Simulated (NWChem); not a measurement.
System: C2H3ClO2Si; SMILES C#C[Si](O)(O)Cl

Here is an NWChem input.

```
start job
memory heap 200 mb stack 900 mb global 1100 mb
geometry units angstroms noautosym nocenter noautoz
  C      0.972688     2.742423     0.001991
  C      0.397595     1.671204    -0.004408
  Si    -0.453497     0.065899     0.031661
  O     -1.398296    -0.137616     1.363871
  O     -1.405156    -0.025611    -1.296676
  Cl     0.993196    -1.409072     0.031553
  H      1.480563     3.691118     0.001022
  H     -0.963624    -0.309410     2.204294
  H     -2.004809    -0.776470    -1.349986
end
basis spherical
  C library def2-svp
  Si library def2-svp
  O library def2-svp
  Cl library def2-svp
  H library def2-svp
end
dft
  xc b3lyp
  iterations 150
  mulliken
end
task dft energy
esp
  recalculate
  probe 0.07
  range 0.3
  factor 1.0
  spacing 0.02
end
task esp
```

NWChem printed, in part:

```
             Northwest Computational Chemistry Package (NWChem) 7.3.0
             --------------------------------------------------------

                             Geometry "geometry" -> ""
                             -------------------------

 Output coordinates in angstroms (scale by  1.889725989 to convert to a.u.)

  No.       Tag          Charge          X              Y              Z
 ---- ---------------- ---------- -------------- -------------- --------------
    1 C                    6.0000     0.97268800     2.74242300     0.00199100
    2 C                    6.0000     0.39759500     1.67120400    -0.00440800
    3 Si                  14.0000    -0.45349700     0.06589900     0.03166100
    4 O                    8.0000    -1.39829600    -0.13761600     1.36387100
    5 O                    8.0000    -1.40515600    -0.02561100    -1.29667600
    6 Cl                  17.0000     0.99319600    -1.40907200     0.03155300
    7 H                    1.0000     1.48056300     3.69111800     0.00102200
    8 H                    1.0000    -0.96362400    -0.30941000     2.20429400
    9 H                    1.0000    -2.00480900    -0.77647000    -1.34998600

 Effective nuclear repulsion energy (a.u.)     345.8061748879

                                 NWChem DFT Module
                                 -----------------

 Summary of "ao basis" -> "ao basis" (spherical)
 ------------------------------------------------------------------------------
       Tag                 Description            Shells   Functions and Types
 ---------------- ------------------------------  ------  ---------------------
 C                          def2-svp                 6       14   3s2p1d
 Si                         def2-svp                 8       18   4s3p1d
 O                          def2-svp                 6       14   3s2p1d
 Cl                         def2-svp                 8       18   4s3p1d
 H                          def2-svp                 3        5   2s1p

            General Information
            -------------------
          SCF calculation type: DFT
          Wavefunction type:  closed shell.
          No. of atoms     :     9
          No. of electrons :    62
           Alpha electrons :    31
            Beta electrons :    31
          Charge           :     0
          Spin multiplicity:     1
          Use of symmetry is: off; symmetry adaption is: off
          Maximum number of iterations: 150
          AO basis - number of functions:   107
                     number of shells:    49
          Convergence on energy requested:  1.00D-06
          Convergence on density requested:  1.00D-05
          Convergence on gradient requested:  5.00D-04

              XC Information
              --------------
                         B3LYP Method XC Potential
                     Hartree-Fock (Exact) Exchange  0.200
                        Slater Exchange Functional  0.800 local
                    Becke 1988 Exchange Functional  0.720 non-local
              Lee-Yang-Parr Correlation Functional  0.810
                  VWN I RPA Correlation Functional  0.190 local

             Grid Information
             ----------------
          Grid used for XC integration:  medium
          Radial quadrature: Mura-Knowles
          Angular quadrature: Lebedev.
          Tag              B.-S. Rad. Rad. Pts. Rad. Cut. Ang. Pts.
          ---              ---------- --------- --------- ---------
          C                   0.70       49          12.0       434
          Si                  1.10       88          11.0       590
          O                   0.60       49          12.0       434
          Cl                  1.00       88          12.0       590
          H                   0.35       45          13.0       434
          Grid pruning is: on
          Number of quadrature shells:   507
          Spatial weights used:  Erf1

      Superposition of Atomic Density Guess
      -------------------------------------

 Sum of atomic energies:        -974.19182936

      Non-variational initial energy
      ------------------------------

 Total energy =    -976.360738
 1-e energy   =   -2032.012680
 2-e energy   =     709.845768
 HOMO         =      -0.365919
 LUMO         =       0.009080

     ---------------------------------------------
      Total Density - Mulliken Population Analysis
     ---------------------------------------------

    Atom       Charge   Shell Charges
 -----------   ------   -------------------------------------------------------
    1 C    6     6.14   1.99  0.98  0.57  1.84  0.72  0.03
    2 C    6     6.25   1.99  1.01  0.31  1.98  0.93  0.03
    3 Si  14    12.53   2.00  1.99  0.82  0.03  5.93  0.86  0.52  0.38
    4 O    8     8.75   1.99  1.10  0.63  3.09  1.94  0.00
    5 O    8     8.74   1.99  1.10  0.62  3.09  1.93  0.00
    6 Cl  17    17.41   2.00  1.99  1.22  0.72  5.94  2.15  3.37  0.01
    7 H    1     0.88   0.63  0.22  0.03
    8 H    1     0.65   0.52  0.07  0.06
    9 H    1     0.65   0.52  0.07  0.06

   convergence    iter        energy       DeltaE   RMS-Dens  Diis-err
 ---------------- ----- ----------------- --------- --------- ---------
 d= 0,ls=0.0,diis     1   -977.7533530269 -1.32D+03  1.43D-02  1.02D+00
 d= 0,ls=0.0,diis     2   -977.7252931124  2.81D-02  7.81D-03  1.42D+00
 d= 0,ls=0.0,diis     3   -977.8589634361 -1.34D-01  1.70D-03  6.36D-02
 d= 0,ls=0.0,diis     4   -977.8640672161 -5.10D-03  7.72D-04  7.16D-03
 d= 0,ls=0.0,diis     5   -977.8647625731 -6.95D-04  2.73D-04  2.04D-03
  Resetting Diis
 d= 0,ls=0.0,diis     6   -977.8650075267 -2.45D-04  8.92D-05  2.01D-04
 d= 0,ls=0.0,diis     7   -977.8650332794 -2.58D-05  1.91D-05  1.35D-06
 d= 0,ls=0.0,diis     8   -977.8650331877  9.17D-08  1.07D-05  2.18D-06
 d= 0,ls=0.0,diis     9   -977.8650334246 -2.37D-07  2.54D-06  1.63D-07

         Total DFT energy =     -977.865033424559
      One electron energy =    -2036.419766018245
           Coulomb energy =      791.168488199263
    Exchange-Corr. energy =      -78.419930493469
 Nuclear repulsion energy =      345.806174887892

 Numeric. integr. density =       61.999999896754

                       DFT Final Molecular Orbital Analysis
                       ------------------------------------

 Vector   29  Occ=2.000000D+00  E=-3.174991D-01
              MO Center=  2.8D-01, -8.0D-01, -4.7D-02, r^2= 3.5D+00
   Bfn.  Coefficient  Atom+Function         Bfn.  Coefficient  Atom+Function
  ----- ------------  ---------------      ----- ------------  ---------------
    87      0.522554  6 Cl pz                84      0.390507  6 Cl pz
    81      0.226724  6 Cl pz                64      0.214612  5 O  px
    50     -0.178720  4 O  px                67      0.160968  5 O  px
    65     -0.157174  5 O  py                53     -0.130860  4 O  px
    68     -0.114716  5 O  py                51      0.110062  4 O  py

 Vector   30  Occ=2.000000D+00  E=-3.003310D-01
              MO Center=  5.9D-01,  1.8D+00,  4.2D-02, r^2= 2.6D+00
   Bfn.  Coefficient  Atom+Function         Bfn.  Coefficient  Atom+Function
  ----- ------------  ---------------      ----- ------------  ---------------
     6      0.391484  1 C  pz                20      0.387632  2 C  pz
     9      0.227836  1 C  pz                23      0.220559  2 C  pz
    87     -0.161961  6 Cl pz                51     -0.128538  4 O  py
    84     -0.118652  6 Cl pz                54     -0.097671  4 O  py
     4      0.088797  1 C  px                18      0.077067  2 C  px

[...]

                     NWChem Electrostatic Potential Fit Module
                     -----------------------------------------

 Atom parameters

 Number of atoms is                                    9
 Number of basis functions is                        107

 Grid parameters

 Maximum number of grid points is                  41235
 Number of grid points is                          41234
 Grid range                                     0.300000 nm
 Grid spacing                                   0.020000 nm
 Probe radius                                   0.070000 nm
 Atom radius factor                             1.000000

 Atomic radii

    1    0.100000
    6    0.147000
    8    0.136000
   14    0.187000
   17    0.169000
 FASTESP  F
  using M.O. file = ./job.movecs

    Atom              Coordinates                           Charge

                                                  ESP

    1 C     0.097269    0.274242    0.000199   -0.261434
    2 C     0.039760    0.167120   -0.000441   -0.174414
    3 Si   -0.045350    0.006590    0.003166    0.916707
    4 O    -0.139830   -0.013762    0.136387   -0.633804
    5 O    -0.140516   -0.002561   -0.129668   -0.621451
    6 Cl    0.099320   -0.140907    0.003155   -0.274880
    7 H     0.148056    0.369112    0.000102    0.261889
    8 H    -0.096362   -0.030941    0.220429    0.382788
    9 H    -0.200481   -0.077647   -0.134999    0.404600
                                            ------------
                                                0.000000

 Dipole moment                                  0.518911

 Quadrupole moment Qxx                         -6.302751
                   Qyy                          5.700002
                   Qzz                          0.602749

 RMS deviation kJ/mol                           0.058059

 RRMS %                                        23.782178
```

Level: B3LYP/def2-SVP. Coordinates come from a PBE0/def2-SVP optimisation.
